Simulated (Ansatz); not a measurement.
Match the barriers

Saddle point of SiH₂OF₂, singlet (SiH₂OF₂ ([OH][SiH]([F])[F]) → SiOF₂ ([O][Si]([F])[F]) + H₂; bonds formed: H2–H4; bonds broken: Si1–H2, O3–H4), PBE0-D4/def2-TZVP structure:

```
atom    x (Å)    y (Å)    z (Å)
 Si1   0.1154   0.0139   0.4141
  H2  -0.6790   0.1589  -1.1068
  O3   1.2757  -0.7234  -0.2677
  H4   0.1382  -0.2874  -1.1841
  F5   0.1521   1.5103   0.8747
  F6  -1.0026  -0.6722   1.2698
```

Computed with Ansatz 0.2.0 (basis: def2-TZVPP, with def2-QZVPP for the basis limit); correlated methods freeze the cores. Extrapolation: Hartree–Fock as exp(−7.88 √X), correlation as X^−2.97. Four methods, as single points on the PBE0-D4 structures, gave these electronic barriers from the start structure: 60.80, 64.53, 68.31, 86.43 kcal/mol.

The methods were, in alphabetical order, HF, MP2, PBE-D4, r2SCAN-D4. Which gave which? (A judgement: the text doesn't fix the answer.)

The calculation gives: PBE-D4 60.80; r2SCAN-D4 64.53; MP2 68.31; HF 86.43 kcal/mol. For comparison, CCSD(T) at an estimated basis limit (MP2 extrapolated from triple and quadruple zeta, plus CCSD(T) − MP2 in triple zeta) gives 70.20 kcal/mol.

No T1 diagnostic of these runs exceeds 0.016.

Labels in which every atom is bracketed show which atoms are joined, not bond orders.

For scale, one of the runs: CCSD(T)/def2-TZVPP, 163 basis functions, launched by `ansatz run in.yaml --threads 2 --pin off --events-out ev --progress --plain --max-ram 4352MiB`. Time: 45 s of wall clock on 2 CPU threads of an Arm Neoverse V1; the host was shared. Peak host memory: 1.3 GiB.
